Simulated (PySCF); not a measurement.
## ORD: SMILES CC(=C=C(C)C)Br, C₆H₉Br

Cartesian coordinates in Å; atom numbers follow the order of the lines, from 1:
```xyz
16

C    -1.6572   -0.5788   -1.2328
C    -0.9403   -0.1250    0.0054
C    -1.7060   -0.2447    1.2908
C     0.2863    0.3157   -0.0321
C     1.4746    0.8193   -0.0845
C     2.7873    0.1231    0.0233
Br    1.6542    2.7558   -0.3397
H    -2.5844   -0.0185   -1.3446
H    -1.9101   -1.6355   -1.1515
H    -1.0457   -0.4291   -2.1182
H    -2.0125   -1.2787    1.4475
H    -1.1079    0.0806    2.1379
H    -2.6053    0.3684    1.2382
H     3.3711    0.2773   -0.8843
H     3.3575    0.5221    0.8623
H     2.6309   -0.9431    0.1709
```

Method used: PySCF 2.14.0, TDDFT CAM-B3LYP/def2-SVPD circular dichroism and optical rotation, one conformer, gas phase. Geometry: GFN2-xTB.

The calculation is non-relativistic, which matters for the atoms heavier than Zn. No stereocentre is labelled: unless the shape is locked (an allene, a helicene, a hindered biaryl), the mirror image is equally populated and a measured rotation or CD is zero.

Problem. Give the optical rotatory dispersion at 633, 589.3, 546, 436, 405, 365, 355 nm.

Solution. [α] in deg dm⁻¹ (g/mL)⁻¹:
| λ (nm) | origin-invariant length gauge | modified velocity gauge | length gauge (centre of mass) | isotropic polarisability (au) |
| --- | --- | --- | --- | --- |
| 633 | +1.1 | +1.9 | +1.0 | 106.9 |
| 589.3 | +1.3 | +2.2 | +1.1 | 107.6 |
| 546 | +1.5 | +2.6 | +1.3 | 108.4 |
| 436 | +2.1 | +4.1 | +1.9 | 111.8 |
| 405 | +2.2 | +4.6 | +2.0 | 113.4 |
| 365 | +1.8 | +5.1 | +1.6 | 116.4 |
| 355 | +1.5 | +5.0 | +1.2 | 117.4 |

The first excitation lies at 4.59 eV (270 nm) with R = -0.1 × 10⁻⁴⁰ esu² cm² (velocity form).
